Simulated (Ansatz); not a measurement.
A geometry relaxed with B3LYP-D3(BJ)/def2-TZVP run with Ansatz (an electronic-structure program), charge 0, multiplicity 1:

```xyz
9

H      2.4702    -0.0395    -0.8421
C      0.6249    -0.1088     0.1375
H     -1.5824     0.9540    -0.7387
H     -2.5105    -0.3830    -0.3985
H     -0.8141    -1.3900     0.8858
H      2.3332     0.9511     0.7110
C      1.8587     0.2837    -0.0038
C     -0.6135    -0.4848     0.3216
N     -1.7665     0.2174    -0.0727
```

Q: Write the SMILES of this molecule.

A: `C=C=CN`
